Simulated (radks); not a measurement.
Q: Zr8+, 32 electrons, occupied as [Ar] 3d10 4s2 4p1 7f1 (not the ground configuration). All-electron calculation, scalar-relativistic Kohn-Sham, PBE, spin-polarised, spherical densities, point nucleus; open shells are filled with parallel spins first (spin-orbit coupling, left out, can overturn this in heavy ions). Program: a radial shooting solver on a logarithmic mesh with Libxc functionals. Some entries of the table are withheld. Estimate them.

orbital,occ.,eigenvalue (eV),r(max) (bohr),<r^2> (bohr^2)
1s up,1,-17979.55,0.02414,0.001853
1s down,1,-17979.35,0.02414,0.001852
2s up,1,-2620.716,0.1369,0.03114
2s down,1,-2620.607,0.1369,0.03114
2p up,3,-2353.843,0.1094,0.02452
2p down,3,-2353.660,0.1094,0.02452
3s up,1,-551.2480,0.4074,0.2389
3s down,1,-550.9632,0.4074,0.2386
3p up,3,-464.0861,0.4012,0.2456
3p down,3,-463.7637,0.4012,0.2453
3d up,5,-321.1414,0.3457,0.2401
3d down,5,-320.7929,0.3456,0.2393
4s up,1,-182.6645,(1),1.342
4s down,1,-180.4102,(2),1.342
4p up,1,-156.8006,1.083,1.534
4p down,0,-154.5338,1.081,1.537
7f up,1,-23.7153,7.630,52.15

A: 
(1) 4s up r(max) (bohr): 1.021
(2) 4s down r(max) (bohr): 1.018
